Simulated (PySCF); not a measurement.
# Does the structure fit the spectrum?

A compound C8H11OP gives the data below (simulated from a calculation) and was assigned the structure `C=Cc1cc(OC)[pH]c1C`.

¹³C{¹H} NMR (computed): δ 142.6 (C), 136.6 (CH), 135.7 (CH, 2C), 133.6 (CH, 2C), 22.1 (CH3, 2C).

¹H NMR (300 MHz, computed): δ 7.94 (m, 2H), 7.76 (m, 1H), 7.75 (m, 2H), 1.49 (m, 6H).

PySCF 2.14 calculation with σ from GIAO-PBE0/pcSseg-1 and coordinates at the GFN2-xTB level; one computed conformer, non-relativistic Hamiltonian, one averaged value for each set of equivalent atoms, gas phase.

Chemical shifts δ = σref − σ; ¹H (σ = 31.72 ppm), ¹³C (σ = 186.93 ppm) vs TMS, all at this level.

(1) Compare with the shifts computed for the proposed structure, pairing carbons in order of shift.

(2) Which isomer fits?

Results:

(1) Numbering as in the mapped SMILES `[CH2:1]=[CH:2][c:3]1[cH:4][c:5]([O:6][CH3:7])[pH:8][c:9]1[CH3:10]` (H(Xn): hydrogen on atom n).

| atom | computed for proposal | given list | difference |
| --- | --- | --- | --- |
| C5 | 177.2 | 142.6 | +34.6 |
| C3 | 152.2 | 136.6 | +15.6 |
| C2 | 137.1 | 135.7 | +1.4 |
| C9 | 132.3 | 135.7 | -3.4 |
| C1 | 120.2 | 133.6 | -13.4 |
| C4 | 116.4 | 133.6 | -17.2 |
| C7 | 60.4 | 22.1 | +38.3 |
| C10 | 15.1 | 22.1 | -7.0 |

The rms difference is 20.7 ppm and the largest +38.3 ppm at C7 (methyl carbon bonded to O). The proposal also would give 8 carbon signals, not 5. The carbon types in order of shift don't match either: C, C, CH, C, CH2, CH, CH3, CH3 for the proposal against C, CH, CH, CH, CH, CH, CH3, CH3 in the data. The proposal doesn't fit.

(2) Dimethylphenyl phosphine oxide.

- δC 142.6: substituted aromatic carbon.
- δC 136.6, 135.7, 133.6: aromatic CH; the aromatic region.
- δH 7.94, 7.76, 7.75: hydrogen on an aromatic CH; the ring current deshields protons in the ring plane.
- δH 1.49: hydrogen on a methyl carbon bonded to P.

Other isomers checked: COc1cpcc(C)c1C (rms 30.3 ppm); COc1c(C)ccpc1C (rms 32.0 ppm).

This is the structure that produced the data.

Splittings by ³¹P in the carbon and heteronuclear signals aren't shown, as no couplings were computed. Shifts are as computed. Against solution values, carbons near 30 ppm lie about +3 ppm off and those near 130 ppm about +5 ppm. Of 1211 compounds with measured shifts, 218 miss one by over three times the rms of a fit or turn the order of signals round; such compounds aren't used in these exercises. No couplings were computed; multiplicities are counted from neighbouring protons, with m where these are inequivalent, close in shift, in a saturated or five-membered ring or joined by F or P, and br s for small geminal =CH2 splittings.
